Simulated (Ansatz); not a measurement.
Consider the hydrogen abstraction from a Ge–H bond: `[NH2][GeH2][Cl]` + `[CH3]`• → `[NH2][GeH][Cl]`• + CH₄.

Gas-phase electronic energies from Ansatz, PBE0-D4/def2-TZVP geometries. CCSD(T)/CBS is the MP2 limit (def2-TZVPP, def2-QZVPP) plus CCSD(T) − MP2 in def2-TZVPP, frozen cores. This one scheme is used for every species. DFT in def2-TZVPP. Open shells (•) are unrestricted, without spin–orbit coupling. For Ge outer-core shells are correlated without core-valence functions, which leaves a few kJ/mol of doubt a bond. Scalar relativity is left out up to krypton. Each species was taken in one conformer, which may not be the lowest.

`[NH2][GeH2][Cl]`:

Z-matrix (Å, degrees):
```
Ge
Cl 1 2.176
N 1 1.818 2 112.8
H 1 1.530 2 105.8 3 -118.7
H 1 1.530 2 105.8 3 118.7
H 3 1.010 1 115.0 2 -64.0
H 3 1.010 1 115.0 2 64.0
```

`[CH3]`•:

Z-matrix (Å, degrees):
```
C
H 1 1.080
H 1 1.080 2 120.0
H 1 1.080 2 120.0 3 180.0
```

`[NH2][GeH][Cl]`•:

Z-matrix (Å, degrees):
```
N
Ge 1 1.836
H 1 1.011 2 115.6
H 1 1.011 2 115.7 3 130.4
Cl 2 2.169 1 104.1 3 51.6
H 2 1.560 1 106.5 3 165.4
```

CH₄:

```xyz
5

C     0.000    0.000    0.000
H    -0.351    1.025   -0.118
H     1.039    0.007    0.328
H    -0.076   -0.522   -0.954
H    -0.612   -0.510    0.743
```

**Question.** Is it downhill or uphill in electronic energy at CCSD(T)/CBS, and by how much? (Best estimate.)

**Answer.** Computed: Downhill: ΔE = -0.99 eV.

**Question.** What do these levels give: CAM-B3LYP-D4, ωB97M-V, BLYP, r2SCAN, LC-ωPBE, MP2/def2-QZVPP? (An estimate is asked.)

**Answer.** The calculation gave: CAM-B3LYP-D4 -1.08, ωB97M-V -1.13, BLYP -1.28, r2SCAN -1.07, LC-ωPBE -0.98, MP2/def2-QZVPP -1.03 eV.

**Question.** What do rigid-rotor, harmonic-oscillator terms from PBE0-D4/def2-TZVP frequencies (298.15 K, 1 bar) make of the CCSD(T)/CBS value? (Best estimate.)

**Answer.** Computed: ΔZPE = +0.15 eV, ΔH = -0.85 eV, ΔS = -3 J/(mol·K), ΔG = -0.84 eV. Open shells count their whole term as degenerate.

Largest T1 diagnostic among the species: 0.014.

From r2SCAN to r2SCAN0 (25 % exact exchange), in def2-TZVPP and without D4, ΔE moves by +0.07 eV. Leaving LDA and LC-ωPBE aside and taking each functional with its dispersion term where it has one, the values, not all of them listed here, spread over 0.29 eV, from BLYP-D4 to BHLYP-D4. LDA lies −0.14 eV from PBE without D4. In def2-TZVPP, CCSD(T) changes the Hartree–Fock value by −0.33 eV (the triples alone add −0.05 eV) and MP2 by −0.37 eV.
